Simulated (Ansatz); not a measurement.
Reaction R1 → 2 P1, each structure at its B3LYP-D3(BJ)/def2-TZVP stationary point, reached from a drawn start (curvature not checked).
R1: Cl2 (SMILES ClCl), charge 0, multiplicity 1.
P1: Cl atom, charge 0, multiplicity 2.

P less R. No zero-point or thermal terms; singlets are restricted closed shells; open shells are unrestricted; no spin–orbit coupling.

Cores are frozen in the correlated methods.

Codes used: Ansatz (a quantum-chemistry and plane-wave program). No computed number here is a measurement.

| level | reaction energy (eV) |
|---|---|
| HF/cc-pV(D+d)Z | 0.591 |
| PBE/def2-TZVPP | 2.842 |
| B3LYP/def2-TZVPP | 2.397 |
| BHLYP/def2-TZVPP | 2.052 |
| CAM-B3LYP/def2-TZVPP | 2.352 |
| MP2/cc-pV(T+d)Z | 2.503 |
| MP2/cc-pV(Q+d)Z | 2.658 |
| SCS-MP2/cc-pV(D+d)Z | (withheld) |
| SCS-MP2/cc-pV(Q+d)Z | (withheld) |

Question: What belongs in the gaps?

Answer: 
- SCS-MP2/cc-pV(D+d)Z, reaction energy (eV): 1.904
- SCS-MP2/cc-pV(Q+d)Z, reaction energy (eV): 2.517
